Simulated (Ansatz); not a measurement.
Ansatz results at the PBE0-D4/def2-TZVP geometry: ideal-gas entropy at 298 K and 1 bar (rigid rotor, harmonic PBE0-D4/def2-TZVP) 329 J/(mol·K); HOMO–LUMO gap (PBE/def2-TZVPP) 3.59 eV; HOMO–LUMO gap (ωB97M-V/def2-TZVPP) 10.37 eV.

Q: Which molecule gave them?
A. `C[N]=[V]([F])([Cl])[O]C`
B. `[NH]=[V]([NH2])([NH2])[Cl]`
C. `[CH3][V](=[O])([OH])[F]`
D. `[O]=[V]([F])([F])[Cl]`

A: D. The others give `[CH3][V](=[O])([OH])[F]`: 344, 3.45, 10.79; `[NH]=[V]([NH2])([NH2])[Cl]`: 361, 3.28, 9.80; `C[N]=[V]([F])([Cl])[O]C`: 432, 3.39, 10.09.
